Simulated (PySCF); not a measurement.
## From a computed spectrum to the compound

A species of 9 atoms with charge 1 has these harmonic modes (PBE0, small Gaussian bases with core potentials, PySCF 2.14.0):

```
cm⁻¹  km/mol  symmetry
  57     0.1         a
  60     0.1         b
 113     0.7         a
 288     0.0         a
 304    22.6         b
 358     9.3         b
 425     0.1         a
 448   118.1         b
 476    42.6         a
1148     7.0         b
1150     2.0         a
1373    10.3         b
1375    21.4         a
1384    28.1         b
1385     0.6         a
2995     4.5         b
2996     3.5         a
3096     0.1         a
3096     4.5         b
3114     0.0         b
3117     0.1         a
```

Question: Which species is it, and in which structure?

Answer: [La(CH3)2]+ (singlet):
```xyz
9

La    0.0000    0.0000   -0.2726
C     1.8658   -0.1288    1.2105
H     2.6808    0.5481    0.8850
H     1.5980    0.1419    2.2492
H     2.2876   -1.1535    1.2371
C    -1.8658    0.1288    1.2105
H    -2.6808   -0.5481    0.8850
H    -1.5980   -0.1419    2.2492
H    -2.2876    1.1535    1.2371
```
Ideal gas at 298.15 K and 1 bar: S = 352.9 J/(mol K), Cp = 99.5 J/(mol K), H − H(0 K) = 21.5 kJ/mol (rigid rotor, harmonic modes, spin degeneracy alone; the modes under 60 cm⁻¹ make these uncertain). 
 Other answers can fit too; this one was computed.
